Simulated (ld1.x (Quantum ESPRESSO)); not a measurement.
# Before and after: TM semilocal potential for gallium (Ga)

gallium, norm-conserving Troullier–Martins (semilocal form), made with ld1.x (Quantum ESPRESSO) 7.5 (BP86, scalar-relativistic). Core [Ar], reference 3d10 4s1.5 4p0 (charge +1.5). Waves: 4s (bound): rc 1.85 bohr; 4p (bound, empty): rc 2.20 bohr; 3d (bound): rc 0.80 bohr. Local part: the d channel. Core correction: Bessel-smoothed model core inside 0.60 bohr.

All-electron outer shells of the reference configuration (BP86, scalar-relativistic, ld1.x):

```csv
shell,level (eV),outermost node (bohr),outermost maximum (bohr)
3p,-113.13,0.24,0.56
3d,-33.39,–,0.53
4s,-21.31,0.80,1.81
4p,-13.42,0.86,2.21
```

Change: wave 4s (bound): rc 1.85 bohr becomes 4s (bound): rc 2.50 bohr.

Cutoffs: the cutoffs (Ry, on a coarse ladder) from which the occupation-weighted sum of valence levels, in a spherical-Bessel basis at the reference potential, stays within 10 and 1 mRy of its value at 400 Ry; they do not see the model core or the augmentation charge, which bear on the density cutoff. Errors are all-electron minus pseudo energies relative to the spin-unpolarised reference configuration.

Problem. What does the change do?

Solution. Of the 7 tests that both files solve, the error grows in 6 and shrinks in 0 by more than 15 % and 0.3 meV (median size 0.5 → 6.2 meV); neither file shows a bound ghost. More of the atom is replaced by a form fitted at one configuration, so other configurations suffer. A semilocal file is local in each channel, so a ghost entry of none says nothing of the separable form that plane-wave codes build from it.

| quantity | base | changed |
| --- | --- | --- |
| bound ghosts | none | none |
| error for 3d10 4s2 4p1, meV [ΔE -15.28 eV] | -0.5 | +6.7 |
| error for 3d10 4s2 4p0, meV [ΔE -9.45 eV] | -0.5 | -0.5 |
| error for 3d10 4s1 4p0, meV [ΔE 11.88 eV] | -3.9 | -6.2 |
| error for 3d10 4s0 4p3, meV [ΔE -1.86 eV] | -3.4 | -31 |
| error for 3d10 4s1 4p2, meV [ΔE -8.72 eV] | +0.4 | -1.2 |
| error for 3d10 4s2 4p0.5, meV [ΔE -13.18 eV] | -0.8 | +3.2 |
| error for 3d10 4s2 4p1.3, meV [ΔE -15.86 eV] | -0.1 | +8.2 |
